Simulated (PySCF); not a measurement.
This PySCF input asks for the NMR shieldings of `CC(C)c1cc[pH]c1`, C₇H₁₁P; the geometry comes from GFN2-xTB.

```python
import basis_set_exchange as bse
import numpy as np
from pyscf import gto, dft
from pyscf.prop import nmr

atoms = """
C    -1.392387   -1.261686   -0.777721
C    -1.073610   -0.245325    0.321219
C    -1.842057    1.058486    0.096188
C     0.404309    0.011665    0.377288
C     1.137349    0.574900   -0.733865
C     2.459195    0.697841   -0.521574
P     2.891271    0.268313    1.176102
C     1.196832   -0.287022    1.428689
H    -2.453594   -1.500735   -0.773742
H    -1.132992   -0.864738   -1.756202
H    -0.829226   -2.178833   -0.618734
H    -1.382668   -0.667998    1.283967
H    -1.598792    1.781147    0.872250
H    -1.591284    1.493011   -0.868607
H    -2.913538    0.870924    0.120288
H     0.650039    0.846316   -1.656756
H     3.169203    1.100299   -1.223860
H     3.439677   -0.982895    0.887526
H     0.852470   -0.704418    2.360083
"""
names = dict.fromkeys(["C", "P", "H"], "pcSseg-1")
basis = {el: gto.basis.parse(bse.get_basis(n, elements=[el], fmt="nwchem")) for el, n in names.items()}
mol = gto.M(atom=atoms, basis=basis, charge=0, verbose=0)
mf = dft.RKS(mol, xc="PBE0")
mf.grids.level = 2
mf.grids.alignment = dft.numint.BLKSIZE   # the property module wants whole blocks of grid points
mf.conv_tol = 1e-9
mf.kernel()

calc = nmr.RKS(mf)   # GIAO
C = mf.mo_coeff
Co = C[:, mf.mo_occ > 0]
resp = mf.gen_response(singlet=True, hermi=2)
def vind(x):   # induced exchange potential for any number of trial vectors
    d = np.einsum("pi,xij,qj->xpq", C, 2 * x.reshape(-1, C.shape[1], Co.shape[1]), Co, optimize=True)
    return np.einsum("xpq,pi,qj->xij", resp(d - d.transpose(0, 2, 1)), C, Co, optimize=True).ravel()
mo1, _ = nmr.rhf.solve_mo1(calc, with_cphf=vind)
sigma = calc.kernel(mo1)
for i, s in enumerate(sigma):   # ppm
    w = np.linalg.eigvalsh((s + s.T) / 2)
    print("%2d %-2s iso %8.1f  s11 %8.1f  s22 %8.1f  s33 %8.1f" % (i, mol.atom_pure_symbol(i), w.mean(), *w))
```

**Question.** Give the expected output.

**Answer.** 
```
 0 C  iso    162.0  s11    147.3  s22    154.3  s33    184.4
 1 C  iso    148.6  s11    140.6  s22    143.5  s33    161.7
 2 C  iso    161.6  s11    148.8  s22    151.9  s33    184.1
 3 C  iso     17.1  s11    -89.5  s22     12.0  s33    128.6
 4 C  iso     41.8  s11    -63.4  s22     39.4  s33    149.4
 5 C  iso     43.8  s11    -61.6  s22     34.7  s33    158.1
 6 P  iso    392.8  s11    318.0  s22    404.4  s33    456.0
 7 C  iso     55.1  s11    -38.4  s22     56.6  s33    147.2
 8 H  iso     30.5  s11     26.6  s22     27.5  s33     37.3
 9 H  iso     30.5  s11     26.4  s22     29.9  s33     35.2
10 H  iso     30.5  s11     26.3  s22     28.9  s33     36.5
11 H  iso     28.8  s11     25.0  s22     28.0  s33     33.5
12 H  iso     30.4  s11     26.3  s22     28.6  s33     36.3
13 H  iso     30.5  s11     26.5  s22     29.7  s33     35.2
14 H  iso     30.4  s11     26.5  s22     27.5  s33     37.3
15 H  iso     24.3  s11     21.4  s22     22.4  s33     29.1
16 H  iso     24.7  s11     22.8  s22     25.3  s33     26.0
17 H  iso     26.7  s11     22.2  s22     23.8  s33     34.1
18 H  iso     25.2  s11     22.7  s22     25.1  s33     27.8
```

These numbers come from an equivalent density-fitted implementation of the same equations, which agrees with the script to about 0.01 ppm for H and up to a few tenths of a ppm for heavy atoms, so last digits may differ.

Size and cost of the density-fitted run: 198 basis functions, 30 s wall time on 1 thread of an Arm Neoverse V1, shared host; peak memory 0.8 GiB.
